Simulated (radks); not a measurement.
Q: Se XXIII, 12 electrons, occupied as [Ne] 3s1 6f1 (not the ground configuration). Calculated with a radial shooting solver on a logarithmic mesh with Libxc functionals: Dirac Kohn-Sham, PBE, spin-unpolarised, spherical densities, finite nucleus; open shells fill j = l - 1/2 first; Fermi nuclear charge, rms radius 4.14 fm. Some entries of the table are withheld. Estimate them.

| orbital | occ. | eigenvalue (eV) | <1/r> (bohr^-1) | <r^2> (bohr^2) |
|---|---|---|---|---|
| 1s1/2 | 2 | -13538.22 | 34.58 | 0.002613 |
| 2s1/2 | 2 | -2588.700 | 7.820 | 0.04350 |
| 2p1/2 | 2 | (1) | 7.769 | (2) |
| 2p3/2 | 4 | (3) | 7.533 | (4) |
| 3s1/2 | 1 | (5) | 3.112 | 0.2565 |
| 6f5/2 | 1 | -198.8724 | 0.6530 | (6) |
| 6f7/2 | 0 | -198.7773 | 0.6524 | (7) |

A: 
(1) 2p1/2 eigenvalue (eV): -2434.921
(2) 2p1/2 <r^2> (bohr^2): 0.03329
(3) 2p3/2 eigenvalue (eV): -2391.581
(4) 2p3/2 <r^2> (bohr^2): 0.03461
(5) 3s1/2 eigenvalue (eV): -998.1353
(6) 6f5/2 <r^2> (bohr^2): 4.765
(7) 6f7/2 <r^2> (bohr^2): 4.769
